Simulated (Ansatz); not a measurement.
The cluster GeTe₄, relaxed as a singlet with RKS PBE-D4/def2-SVP in Ansatz, starting from the GFN2-xTB geometry. Force threshold 0.02 eV/Å.

In the def2 sets Te takes a core potential; there is no spin–orbit coupling. Another isomer (singlet) lies 0.54 eV lower at PBE0-D4/def2-TZVP; other spin states weren't run for this one.

Start:

Cartesian coordinates in Å:
```
Ge 0.5894 0.3156 1.2806
Te -0.8594 2.1661 -0.1573
Te 2.1138 -0.4815 -0.8678
Te -1.2731 -1.6933 0.9871
Te -0.5707 -0.3069 -1.2426
```

Problem. Estimate the energy that the relaxation releases and the steps that it takes.

Solution. 0.17 eV, in 4 steps; 7 s on 4 threads of Arm Neoverse V1 on a shared host. No frequencies were taken in this run, so the end may be a saddle point.

Problem. Does the start keep its bonding and symmetry?

Solution. By distances, no bond broke or formed. The bond that changes most is Ge1–Te5, from 2.85 to 3.04 Å (atoms count from 1). Point group C3v at the start, C3v at the end, both within 0.05 Å.

Problem. Predict the relaxed structure.

Solution. 
```tsv
atom	x (Å)	y (Å)	z (Å)
Ge1	0.635	0.341	1.383
Te2	-0.875	2.191	-0.169
Te3	2.136	-0.491	-0.889
Te4	-1.293	-1.717	0.989
Te5	-0.603	-0.325	-1.313
```
Bond lengths: 4 × Ge–Te 2.85 to 3.04 Å; 3 × Te–Te 2.78 Å.
